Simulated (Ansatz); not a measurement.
Relaxation of H$_{2}$ISi (4 atoms, charge -1, multiplicity 1), to a largest force component of 0.02 eV/Å in at most 40 steps.

These are results of RKS PBE0/def2-SVP in Ansatz 0.2.0, not measurements.

```xyz
4
Properties=species:S:1:pos:R:3:forces:R:3
Si -0.263 -0.376 -0.626 0.53 -1.08 -0.86
I 1.821 -0.306 1.021 0.07 0.05 0.12
H -1.282 -0.419 0.468 -0.47 0.25 0.60
H -0.276 1.101 -0.864 -0.12 0.77 0.14
```

Question: Where does it end, and by what steps?

Answer: The forces met the threshold. Limits of this set-up: an anion without diffuse functions, the dipole of an ion depends on the origin. After 3 steps the energy has fallen by 0.066 eV; Si1 moved furthest, 0.07 Å.

| step | energy less start (eV) | largest force component (eV/Å) | accepted |
| --- | --- | --- | --- |
| 0 | 0.0000 | 1.081 | yes |
| 1 | -0.0530 | 0.181 | yes |
| 2 | -0.0655 | 0.040 | yes |
| 3 | -0.0658 | 0.014 | yes |

```xyz
4
Properties=species:S:1:pos:R:3
Si -0.249 -0.425 -0.672
I 1.828 -0.303 1.032
H -1.284 -0.384 0.476
H -0.295 1.112 -0.836
```

Whether the end is a true minimum wasn't checked by a vibrational analysis.

The run took 4.2 s on 1 thread of Arm Neoverse V2 (shared host), peak memory 0.11 GiB.
